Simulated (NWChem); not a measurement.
GaH2O2F; SMILES [OH][Ga]([OH])[F]

```xyz
6

Ga    -0.0057     0.0126     0.0000
F     -1.4178    -1.0108     0.0000
O     -0.2468     1.7589     0.0000
H      0.5812     2.2514     0.0000
O      1.5958    -0.7393     0.0000
H      1.5643    -1.7023     0.0000
```
Atoms are numbered in this order, from 1.

All runs: NWChem. All runs use the structure optimised with PBE0/def2-SVP.

Question: Order these by “orbital gap (eV)”, lowest first: Hartree-Fock/pcseg-2; Hartree-Fock/STO-3G; Hartree-Fock/def2-SVP.

Answer: Hartree-Fock/STO-3G (14.51), Hartree-Fock/pcseg-2 (15.47), Hartree-Fock/def2-SVP (15.75)
